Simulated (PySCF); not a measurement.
Species: CH₃F₃Si.
Geometry (GFN2-xTB, Å), atoms numbered from 1 in this order:
```
atom  x, y, z in Å
F1     1.6638   -0.7847   -0.9185
Si2    0.9548    0.1373    0.1906
C3    -0.9344   -0.0812   -0.1778
F4    -1.4837   -1.0329    0.6284
F5    -1.6237    1.0662    0.0810
H6     1.2701   -0.4330    1.4844
H7     1.3352    1.5062   -0.0997
H8    -1.1731   -0.3684   -1.2129
```

Computed with delta-SCF UKS SCAN, pcX-2 on the ionised atom, pcseg-1 elsewhere, spin-free X2C in PySCF 2.14.0. Each 1s hole has a ground state of its own, since the core basis sits on the ionised atom alone.

```json
{"ionised atom": "C3", "basis functions": "120", "E(ground) (Eh)": "-629.67096", "E(ionised) (Eh)": "-618.81869"}
{"ionised atom": "F1", "basis functions": "120", "E(ground) (Eh)": "-629.71197", "E(ionised) (Eh)": "-604.24722"}
{"ionised atom": "F4", "basis functions": "120", "E(ground) (Eh)": "-629.71022", "E(ionised) (Eh)": "-604.23260"}
{"ionised atom": "Si2", "basis functions": "131", "E(ground) (Eh)": "-629.72419", "E(ionised) (Eh)": "-561.79259"}
```

**Question.** Turn these total energies into binding energies.

**Answer.** E(ionised) − E(ground), at 27.2114 eV a hartree:

| atom | environment | difference (Eh) | binding energy (eV) |
| --- | --- | --- | --- |
| C3 | CHF2 carbon | 10.85227 | 295.31 |
| F1 | silicon-bound fluorine | 25.46475 | 692.93 |
| F4 | fluorine of a CF2 group | 25.47762 | 693.28 |
| Si2 | fluorine-bound silicon | 67.93160 | 1848.51 |

**Question.** How much do the ground-state energies differ, and what would follow from using one of them for all holes?

**Answer.** They run from -629.7242 Eh (core basis on Si2) to -629.6710 Eh (on C3), 0.0532 Eh or 1.45 eV apart, though the state is the same; only basis and grid differ. Pairing the ion of C3 with the ground state of Si2 would put its binding energy 1.45 eV too high.

Only 1s holes are shown. One atom of each set of topologically equivalent atoms was ionised and stands for the set; in this conformer not all members are related by symmetry, and their own values weren't computed. One conformer (not necessarily the lowest) at the GFN2-xTB geometry, without solvent, vibrations or thermal averaging.

Time: 22 s wall; peak memory 0.43 GiB. Hardware: one thread, Arm Neoverse V2 (aarch64), no GPU (shared host).
